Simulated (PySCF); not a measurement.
**Tm(II) with different ligands**

Computed with PySCF 2.14.0, PBE0, def2-SVP on the ligands, density fitting, scalar-relativistic core potentials, no spin-orbit coupling, vacuum. The metal has lcecp-0-SVP with ECP59. Each complex is relaxed within the symmetry of a template of the same shape. Distances are means of the shortest metal–ligand contacts, charges and spins Mulliken's. lcecp potentials hold a fixed number of 4f electrons in the core, out of states, spins and gaps.

```
   complex  point group  M–first ligand (Å)  charge on M (e)  strongest infrared band, degenerate modes summed (cm⁻¹)  unstable modes (below −25 cm⁻¹)
   [TmSF]−           Cs               2.566             0.19                                                      433                                0
  [TmOCl]−           Cs               2.007             0.21                                                      592                                0
[TmO(OH)]−           Cs               2.047             0.19                                                        –                                0
```

A further member has point group Cs, M–first ligand (Å) 2.040, charge on M (e) 0.27, strongest infrared band, degenerate modes summed (cm⁻¹) 412, unstable modes (below −25 cm⁻¹) 0. Which complex is it?

[TmOF]−. This is one of several that fit.

One start shape was tried for each, so a minimum needn't be the lowest isomer.
